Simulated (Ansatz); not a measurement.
Consider the formal exchange of groups at the In–Se bond: `[SeH][InH2]` + `[CH3][AlH2]` → `[AlH2][CH2][InH2]` + H₂Se.

Calculated with Ansatz (gas phase, PBE0-D4/def2-TZVP geometries, no zero-point term in ΔE). CCSD(T)/CBS adds triple-zeta CCSD(T) − MP2 to the extrapolated MP2 energy (def2 sets, frozen cores). This one scheme is used for every species. Functionals use def2-TZVPP. Elements past krypton have def2 core potentials. For In, Se outer-core shells are correlated without core-valence functions, which leaves a few kJ/mol of doubt a bond. Scalar relativity is left out up to krypton.

```json
{"level": "LDA (SPW92)", "ΔE (kcal/mol)": "28.0"}
{"level": "revPBE-D4", "ΔE (kcal/mol)": "28.4"}
{"level": "CAM-B3LYP-D4", "ΔE (kcal/mol)": "29.1"}
{"level": "revPBE", "ΔE (kcal/mol)": "29.4"}
{"level": "MP2/def2-SVP", "ΔE (kcal/mol)": "28.7"}
{"level": "MP2/def2-TZVPP", "ΔE (kcal/mol)": "27.4"}
{"level": "CCSD(T)/def2-QZVPP", "ΔE (kcal/mol)": "27.5"}
{"level": "MP2/CBS(def2)", "ΔE (kcal/mol)": "28.4"}
```

**Question.** What does CCSD(T)/CBS give? (An estimate is asked.)

**Answer.** Ansatz gave: +28.1 kcal/mol. The listed levels differ from it by -0.1, 0.3, 1.0, 1.3, 0.6, -0.7, -0.6, 0.3 kcal/mol.

Largest T1 diagnostic among the species: 0.013.

From BLYP to BHLYP (50 % exact exchange), in def2-TZVPP and without D4, ΔE moves by +1.3 kcal/mol. Leaving LDA and LC-ωPBE aside and taking each functional with its dispersion term where it has one, the values, not all of them listed here, spread over 2.1 kcal/mol, from revPBE-D4 to BHLYP-D4. LDA lies −1.2 kcal/mol from PBE without D4. In def2-TZVPP, CCSD(T) changes the Hartree–Fock value by −5.4 kcal/mol (the triples alone add −0.6 kcal/mol) and MP2 by −5.1 kcal/mol.
